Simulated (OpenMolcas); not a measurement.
Cu2+ among 6 point charges of -1 e arranged as a trigonal antiprism (D3d), 1.92 Å from the ion, with a polar angle of 59.7° against the regular 54.74°.
```
   0.0000    1.6571    0.9698  -1.00
  -1.4351   -0.8285    0.9698  -1.00
   1.4351   -0.8285    0.9698  -1.00
   0.0000   -1.6571   -0.9698  -1.00
   1.4351    0.8285   -0.9698  -1.00
  -1.4351    0.8285   -0.9698  -1.00
```

| Property | Result |
| --- | --- |
| Program | OpenMolcas |
| Method | SS-CASPT2, IPEA 0.25 Eh, imaginary shift 0.1 Eh (closed shells correlated: 3s 3p) |
| Basis | ANO-RCC-VDZP [5s4p2d1f] |
| Scalar Hamiltonian | DKH2, point nucleus |
| Active space | 9 electrons in 5 orbitals (3d) |
| State averaging | 2S+1 = 2 even, 5 roots |
| Spin-orbit coupling | state interaction with AMFI integrals over the reference wave functions |

**Question.** What is the spin-free ground state (labels of D3, the rotations of D3d)?

**Answer.** 2E, 2-fold in its orbital part, 100 % from free-ion D terms; it has the highest spin that d9 allows.

**Question.** Where is the first state of the same spin?

**Answer.** 2E at 2730 cm-1 above the ground state.

**Question.** What are the lowest two levels with spin-orbit coupling?

**Answer.** A 2-fold level E1/2 with g = 0.17, 0.17, 5.07, then a 2-fold level E3/2 770 cm-1 above it. Their leading multiplicities are 2 (100 %) and 2 (100 %).

**Question.** What is χT at 300 K, and how does it compare with the textbook value?

**Answer.** The lowest level has 2S+1 = 2, for which the spin-only value is χT = S(S+1) / 2 = 0.375 cm3 K/mol (g = 2). The computed 1.052 at 300 K differs by +0.677, through orbital momentum, spin-orbit coupling and any other state in reach.

Roots that are degenerate in the reference are averaged as groups; the widest CASPT2 spread within a group is 28 cm-1 (the 2-fold group of multiplicity 2 near 0 cm-1 above the lowest state of its run). Shifts and gaps below about the spread of the groups concerned are not significant. An orbital doublet at a regular site is open to a Jahn-Teller distortion, which this geometry leaves out. The ground term spreads over less than 5000 cm-1, several times less than with real ligands, so orbital moments are less quenched and χT lies further from the spin-only value than at real sites. Free-ion shares, where given, are those of the reference states; single-state CASPT2 does not remix them. This is an electrostatic model: the charges have no orbitals. No measured value stands beside these numbers.
